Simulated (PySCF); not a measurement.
BClFI, SMILES FB(Cl)I. Heavy atoms are numbered as in [B:1]([Cl:2])([F:3])[I:4].

Geometry optimised at PBE0-D3(BJ)/def2-SVP. The def2 effective core potentials stand for the cores of I; spin–orbit coupling is left out.

Computed with ωB97X/def2-TZVPD in PySCF.

Mulliken values depend strongly on the basis, most of all with diffuse functions as here. ESP charges are fitted to the potential on shells at 1.4 to 2.0 van der Waals radii. Atomic charges (e), one atom of each kind:

| atom | Mulliken | ESP fit |
|---|---|---|
| B1 | 0.36 | 0.17 |
| Cl2 | -0.20 | -0.04 |
| F3 | -0.19 | -0.10 |
| I4 | 0.02 | -0.03 |
